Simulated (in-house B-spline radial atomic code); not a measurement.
# How G0W0 and RPA depend on the start: the lutetium ion Lu²⁺

Configuration [Xe] 4f14 6s1, highest spin. Computed with a B-spline radial code for spherical atoms: all electrons, scalar-relativistic (spin-free one-electron X2C), finite nucleus, each spin shell either full or empty, empty states to l = 9 with an (l + 1/2)⁻⁴ tail; G0W0 by contour deformation at full frequency.

Without the two-electron picture change, the correlation of inner shells comes somewhat too large for so heavy an element.

RPA overbinds a lone outer s electron by self-correlation, and G0W0 tends to as well.

```tsv
start	mean-field 6s up (eV)	G0W0 (eV)	QP weight	RPA correlation (Eh)
Hartree-Fock	-20.009	-21.147	0.972	-5.9486
LDA VWN5	-18.277	-21.637	0.923	-6.4712
PBE	-17.979	-21.598	0.923	-6.4651
PBE0	-18.603	-21.475	0.946	-6.3158
r2SCAN	-18.098	-21.547	0.933	-6.3833
HSE06	-18.304	-21.517	0.938	-6.328
B3LYP (VWN-RPA)	-18.640	-21.537	0.942	-6.3465
SCAN	-18.344	?	?	?
TPSS	-17.797	-21.578	0.924	-6.449
BHandHLYP	-19.234	-21.383	0.959	-6.185
CAM-B3LYP	-19.873	-21.449	0.961	-6.2899
LC-wPBE	-20.798	?	?	?
wB97X	-20.379	-21.360	0.968	-6.2647
PBEsol	-18.031	-21.608	0.924	-6.4677
BLYP	-17.999	-21.635	0.925	-6.4674
r2SCAN0	-18.727	-21.436	0.949	-6.2617
LDA exchange-only	-17.531	-21.637	0.928	-6.4712
```

(1) What G0W0 level, weight and RPA correlation energy follow from the SCAN start?

(2) What G0W0 level, weight and RPA correlation energy follow from the LC-wPBE start?

(3) How much of the dependence on the start does G0W0 remove?

## Answers

(1) G0W0 level -21.585 eV, weight 0.932, RPA correlation -6.3985 hartree.

(2) G0W0 level -21.391 eV, weight 0.969, RPA correlation -6.2974 hartree.

(3) The mean-field levels span 3.27 eV and the G0W0 levels 0.49 eV. Against 20.959 ± 0.0012 eV (NIST, measured) the G0W0 removal energies are off by +0.19 to +0.68 eV, with spin-orbit coupling, Breit and QED terms left out.
